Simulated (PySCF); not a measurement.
C3H6GeO, SMILES [CH2]1[GeH2][CH2]C1=O. Atoms are numbered in the order given.

```xyz
11

O     -2.5243    -0.3685     0.0000
C     -1.4051     0.1013     0.0000
C     -0.4926     0.3328    -1.2174
Ge     1.0377    -0.1025     0.0000
C     -0.4926     0.3328     1.2174
H     -0.7642    -0.2420    -2.1215
H     -0.4257     1.4133    -1.4673
H      2.2391     0.8717     0.0000
H      1.4707    -1.5863     0.0000
H     -0.4257     1.4133     1.4673
H     -0.7642    -0.2420     2.1215
```
Charge 0, spin multiplicity 1.

The structure is a stationary point at PBE-D3(BJ)/def2-SVP. This is a generated structure with no PubChem entry under its InChIKey; it may be hypothetical.

Level of theory: PySCF with PBE-D3(BJ)/def2-SVP.

Frequencies are harmonic and unscaled.

Computed normal modes with their intensities:
| mode | ν (cm⁻¹) | IR (km/mol) | moving atoms (share of kinetic energy) |
|---|---|---|---|
| 1 | 95 | 3.5 | O 37 %, C 34 %, H 21 %, Ge 9 % |
| 2 | 345 | 4.9 | H 34 %, C 27 %, Ge 19 %, O 19 % |
| 3 | 420 | 0.3 | H 86 %, C 10 % |
| 4 | 424 | 9.1 | H 89 % |
| 5 | 447 | 0.0 | C 42 %, O 31 %, H 22 % |
| 6 | 483 | 7.4 | C 45 %, H 32 %, Ge 18 % |
| 7 | 539 | 20.1 | C 52 %, H 31 %, Ge 11 % |
| 8 | 611 | 18.9 | H 90 %, C 9 % |
| 9 | 664 | 0.3 | H 72 %, C 27 % |
| 10 | 682 | 0.2 | C 49 %, H 31 %, O 19 % |
| 11 | 783 | 55.7 | H 52 %, C 43 % |
| 12 | 823 | 29.4 | H 52 %, C 47 % |
| 13 | 840 | 44.5 | H 75 %, C 23 % |
| 14 | 881 | 1.4 | H 97 % |
| 15 | 1003 | 25.4 | H 67 %, C 33 % |
| 16 | 1039 | 16.0 | H 60 %, C 38 % |
| 17 | 1075 | 5.2 | H 65 %, C 29 % |
| 18 | 1101 | 87.5 | C 83 %, H 14 % |
| 19 | 1321 | 24.3 | H 89 %, C 11 % |
| 20 | 1339 | 7.2 | H 90 %, C 9 % |
| 21 | 1799 | 253.3 | C 63 %, O 36 % |
| 22 | 2089 | 90.4 | H 99 % |
| 23 | 2111 | 100.8 | H 98 % |
| 24 | 3000 | 0.0 | H 94 % |
| 25 | 3005 | 0.5 | H 94 % |
| 26 | 3101 | 0.6 | H 91 %, C 9 % |
| 27 | 3103 | 1.2 | H 91 %, C 9 % |
